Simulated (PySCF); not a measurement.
# Name the molecule from its bond curve

A diatomic of charge 0 contains Bi. Its triplet curve at ROHF-CCSD in a double-zeta basis (scalar-relativistic core potentials, PySCF), in eV from the separated fragments:

```tsv
R (Å)	E (eV)
2.699	-0.529
2.819	-0.663
2.909	-0.719
2.999	-0.745
3.089	-0.748
3.209	-0.725
3.359	-0.667
3.539	-0.572
```

The fit gives ωe = 177 cm⁻¹ and the rotational constant Bₑ = 0.08707 cm⁻¹.

Task: Which atom is the partner?

Result: The minimum lies at 3.057 Å, so the reduced mass is 16.8576 u Å² cm⁻¹/(Bₑ·Re²) = 20.72 u. With Bi at 208.98 u the partner weighs about 23.0 u: Na. The molecule is NaBi.

Correlated steps freeze 5 core orbitals. Spin–orbit coupling is left out, which matters for elements this heavy, above all for dissociation energies. The state is the lowest determinant that a PBE0 search found; another state may lie lower at other levels.
